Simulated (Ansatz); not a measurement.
`[Br][Ag]` + CH₃SH → `C[S][Ag]` + HBr at 298.15 K and 1 bar (ligand exchange at the Ag–Br bond).

Gas-phase electronic energies from Ansatz, PBE0-D4/def2-TZVP geometries. CBS: MP2 limit from def2 TZ/QZ plus the TZ coupled-cluster correction, frozen cores. This one scheme is used for every species. Elements past krypton have def2 core potentials. For Ag, Br outer-core shells are correlated without core-valence functions, which leaves a few kJ/mol of doubt a bond. Scalar relativity is left out up to krypton.

| species | CCSD(T)/CBS energy (Eh) | H − E (kJ/mol) | S (J/(mol·K)) |
| --- | --- | --- | --- |
| `[Br][Ag]` | -2720.28144 | 11.4 | 257.3 |
| CH₃SH | -438.22835 | 133.0 | 253.2 |
| `C[S][Ag]` | -584.56425 | 115.8 | 309.9 |
| HBr | -2573.91920 | 24.6 | 198.6 |

H − E and S are ideal-gas, rigid-rotor, harmonic terms from PBE0-D4/def2-TZVP. 1 Eh = 2625.50 kJ/mol, R = 8.31446 J/(mol·K).

Task: By hand: ΔE, ΔH, ΔS and ΔG.

Result: ΔE = (-584.56425) + (-2573.91920) − (-2720.28144) − (-438.22835) = 0.02634 Eh = 69.2 kJ/mol. Δ(H − E) = 115.8 + 24.6 − 11.4 − 133.0 = -4.0, so ΔH = 65.2 kJ/mol. ΔS = 309.9 + 198.6 − 257.3 − 253.2 = -2.0 J/(mol·K). ΔG = 65.2 − 298.15 × (-2.0)/1000 = 65.8 kJ/mol.

Task: By hand: the equilibrium constant, and the temperature at which ΔG would vanish if ΔH and ΔS stayed fixed.

Result: log₁₀ K = −ΔG/(RT ln 10) = -11.5. ΔH and −TΔS have one sign here, so there is no such temperature.

The number of gas molecules stays the same, so ΔS is small and ΔH decides. A doubt of 5 kJ/mol in ΔE shifts log₁₀ K by 0.9 here. These are equilibria of isolated gas molecules and say nothing of rates. Largest T1 diagnostic: 0.022 (customary marks: 0.02 for closed shells, 0.045 for open ones).

ΔS is within the doubt of such terms, so its sign, and with it that verdict, could turn.
